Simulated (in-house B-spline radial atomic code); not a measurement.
RPA and G0W0 for Xe6+, [Kr] 4d10 5s2, as one setting changes: the share of exact exchange in the PBE hybrid start. A dash marks a level of low quasi-particle weight. Computed with an all-electron radial atomic-structure program (B-spline basis): all electrons, scalar-relativistic (spin-free one-electron X2C), finite nucleus, each spin shell either full or empty, empty states to l = 9 with an (l + 1/2)⁻⁴ tail; G0W0 by contour deformation at full frequency.

```tsv
share of exact exchange in the PBE hybrid start	mean-field level (eV)	G0W0 level (eV)	RPA correlation (Eh)
0	-86.12	5s -92.63	-3.9294
0.1	-86.60	5s -92.58	-3.8969
0.2	-87.08	5s -92.54	-3.8655
0.3	-87.56	5s -92.50	-3.8349
0.4	-88.04	5s -92.45	-3.8053
0.5	-88.52	5s -92.41	-3.7764
0.6	-89.00	5s -92.37	-3.7483
0.7	?	?	?
0.8	?	?	?
0.9	-90.42	5s -92.25	-3.6682
1	-90.89	5s -92.22	-3.6428
```

(1) What belongs in the row for 0.8?

(2) What belongs in the row for 0.7?

Answers

(1) mean-field level (eV): -89.95; G0W0 level (eV): 5s -92.29; RPA correlation (Eh): -3.6943.

(2) mean-field level (eV): -89.47; G0W0 level (eV): 5s -92.33; RPA correlation (Eh): -3.721.
